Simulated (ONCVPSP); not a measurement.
copper: ONCV pseudisation with PBE, scalar-relativistic reference atom.

| Item | Value |
| --- | --- |
| Element | copper |
| Generator | ONCVPSP 4.0.1 |
| Type | optimised norm-conserving Vanderbilt (ONCV) |
| Functional | PBE |
| Relativity | scalar-relativistic |
| Frozen core | [Ne] |
| Valence charge | 19 |
| Reference configuration | 3s2 3p6 3d10 4s0.75 4p0.25 |
| Partial waves | 3s+4s: rc 1.05 bohr, ncon 4, nbas 7, qcut 10.3 1/bohr, 2 projectors; 3p+4p: rc 1.15 bohr, ncon 4, nbas 8, qcut 11.6 1/bohr, 3 projectors, debl 2.3 Ha; 3d: rc 1.25 bohr, ncon 4, nbas 9, qcut 15.1 1/bohr, 2 projectors, debl 1.1 Ha |
| Local potential | polynomial inside 1.05 bohr (lpopt 5, dvloc0 0 Ha) |
| Core correction | Teter function, fcfact 4, rcfact 1.7 |

All-electron outer shells of the reference configuration (PBE, scalar-relativistic, ld1.x):

```
shell  level (eV)  outermost node (bohr)  outermost maximum (bohr)
   2s    -1063.03                   0.07                      0.20
   2p     -917.54                      –                      0.16
   3s     -115.30                   0.29                      0.61
   3p      -72.75                   0.26                      0.62
   3d       -5.64                      –                      0.60
   4s       -5.04                   0.89                      2.24
   4p       -1.02                   0.97                      3.56
```

**Question.** Estimate the cutoffs (Ha) at which the residual kinetic energy of the hardest occupied pseudo-wave falls to 1 and 0.1 mHa per electron.

**Answer.** 75 Ha and 85 Ha.

**Question.** What does a ghost test show?

**Answer.** No bound ghost flagged; no localised positive-energy state flagged.

**Question.** Which valence shell sets the plane-wave cutoff?

**Answer.** 3d: 75 Ha for 1 mHa per electron, against 46 Ha for 3p.

Its largest configuration-test error is -135 meV (3s1 3p6 3d10 4s1 4p0). 1 of 4 tests not solved or not reliable.
